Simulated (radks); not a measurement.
The numbers below are computed, except where a source is named.
These are the eigenvalues of the occupied orbitals of an atom or ion with whole-number occupations (hartree). Level of theory: scalar-relativistic Kohn-Sham, PBEsol, spin-unpolarised, spherical densities, point nucleus (a radial shooting solver on a logarithmic mesh with Libxc functionals).

orbital  eigenvalue
1s         -6.06010
2p         -0.90720

Which element is it, and in what charge state? The configuration may be excited.

Answer. Z = 4, beryllium, charge +2: Be2+ in 1s1 2p1. The 1s level, -6.0601 hartree, gives Z - s = 3.5 by -(Z - s)^2/2, which with screening and relativity narrows Z to a few neighbours, and the depths must fix Z and the occupations together.
